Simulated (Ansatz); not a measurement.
A CCSD(T) single point on `[NH2][Cu]`.

```yaml
crystal:
  periodic: [false, false, false]
  atoms:
    - {symbol: N, position_ang: [-0.277274, 0.250886, 0.117513]}
    - {symbol: Cu, position_ang: [1.383590, -0.301574, 0.652607]}
    - {symbol: H, position_ang: [-0.862446, -0.581510, 0.055500]}
    - {symbol: H, position_ang: [-0.188369, 0.571898, -0.845920]}
basis:
  gaussian: {orbitals: def2-TZVPP}
correlation: {method: ccsd_t}
output: {orbitals: {seedname: orbitals}}
```

```sh
$ ansatz run in.yaml --threads 2 --pin off --events-out ev --progress --plain
```

Output of Ansatz, abridged:

```
Functional definition: HF
803 factors; integrals over basis functions are off by at most 1.0e-3 eV
mean field evaluation 1: about -46105.4272 eV, gradient 7.0e1 eV
mean field evaluation 2: about -46105.4938 eV, gradient 7.0e1 eV
mean field evaluation 4: about -46110.4825 eV, gradient 7.4e0 eV
mean field evaluation 8: about -46110.6456 eV, gradient 7.6e-1 eV
mean field evaluation 16: about -46110.6524 eV, gradient 1.8e-6 eV
mean field -46110.65241216 eV, -1694.5352212240 hartree, gradient 1.8e-6 eV, S^2 0.000000; 0 other end points of the search recorded, 0 dependent functions left out
6 core orbitals not correlated: weight in the atoms' cores, before any rotation towards them, 1.000 or more for the frozen orbitals, at most 0.000 for the correlated occupied ones
reference -46110.65241216 eV, -1694.5352212240 hartree; 13, 13 occupied and 104, 104 virtual orbitals, 803 factors
second order -29.82688323 eV of doubles, -0.00000000 eV of singles
cycle   1  -24.79626090 eV  change     5.0e0 eV  update   2.4e-1
cycle   2  -26.49275774 eV  change    -1.7e0 eV  update   1.9e-1
cycle   3  -26.83337920 eV  change   -3.4e-1 eV  update   5.0e-2
cycle   4  -26.87388851 eV  change   -4.1e-2 eV  update   3.2e-2
cycle   5  -26.80270509 eV  change    7.1e-2 eV  update   1.9e-2
cycle   6  -26.79904774 eV  change    3.7e-3 eV  update   1.1e-2
cycle   7  -26.81315294 eV  change   -1.4e-2 eV  update   8.5e-3
cycle   8  -26.80712120 eV  change    6.0e-3 eV  update   4.2e-3
cycle   9  -26.80884320 eV  change   -1.7e-3 eV  update   2.2e-3
cycle  10  -26.81448661 eV  change   -5.6e-3 eV  update   8.3e-4
cycle  11  -26.81421164 eV  change    2.7e-4 eV  update   5.1e-4
cycle  12  -26.81247653 eV  change    1.7e-3 eV  update   2.2e-4
cycle  13  -26.81295521 eV  change   -4.8e-4 eV  update   1.4e-4
cycle  14  -26.81302383 eV  change   -6.9e-5 eV  update   8.5e-5
cycle  15  -26.81291265 eV  change    1.1e-4 eV  update   4.9e-5
cycle  16  -26.81287595 eV  change    3.7e-5 eV  update   4.0e-5
cycle  17  -26.81301638 eV  change   -1.4e-4 eV  update   2.5e-5
cycle  18  -26.81299135 eV  change    2.5e-5 eV  update   1.8e-5
cycle  19  -26.81293792 eV  change    5.3e-5 eV  update   9.5e-6
cycle  20  -26.81295620 eV  change   -1.8e-5 eV  update   8.1e-6
perturbative correction -0.88860397 eV, -0.0326555935 hartree
Total energy: -46138.35397233 eV, -1695.5532347834 hartree
```

Hardware: 2 threads of a server CPU on a shared host. Wall time 7.5 s, peak host memory 0.49 GiB.

The correlation energy is -27.702 eV, 3.2 % of it from (T); the T1 diagnostic reads 0.0359.
